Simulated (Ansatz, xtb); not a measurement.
BH3NSn−: where a starting geometry ends

The starting geometry of this gas-phase singlet was built from a drawn formula by distance geometry and a force field; its bonds are those of `[H]/[Sn-]=[N]\B`.

```yaml
atoms:
  - { symbol: B, position_ang: [0.4043, 0.0663, 0.5500] }
  - { symbol: N, position_ang: [-0.4527, 0.7736, -0.3702] }
  - { symbol: Sn, position_ang: [-1.7577, 2.0024, 0.1531] }
  - { symbol: H, position_ang: [0.4295, 0.3732, 1.7286] }
  - { symbol: H, position_ang: [1.2468, -0.6690, 0.2252] }
  - { symbol: H, position_ang: [-1.8544, 2.4068, 1.8799] }
```

Q: Predict what becomes of its bonds when it is optimised with r2SCAN-D4/def2-SVPD.

A: It keeps its bonds, and is `B[N]=[SnH-]`.

The energy falls by 1.12 eV over 17 steps:

```
step  E − E(last) (eV)
   1             1.123
   3             0.550
   5             0.498
   6             0.442
   8             0.311
  10             0.149
  12             0.009
  13             0.006
  15             0.001
  17             0.000
```

Final geometry (Å):

```yaml
atoms:
  - { symbol: B, position_ang: [0.6630, 0.1544, 0.6531] }
  - { symbol: N, position_ang: [-0.3897, 0.9844, 0.4727] }
  - { symbol: Sn, position_ang: [-1.8373, 2.2409, -0.0066] }
  - { symbol: H, position_ang: [1.7291, 0.5322, 1.1577] }
  - { symbol: H, position_ang: [0.6279, -1.0424, 0.3357] }
  - { symbol: H, position_ang: [-2.7772, 2.0838, 1.5539] }
```

From the same start GFN2-xTB ends elsewhere, differing in Sn3–H6 (2.27 against 1.83 Å here).

No frequencies were run, so the end isn't proven a minimum. Atoms past krypton carry core potentials, without spin–orbit terms. Run with Ansatz 0.2.0, 2.2 min on 1 thread of AMD EPYC (Zen 3), on a shared host.
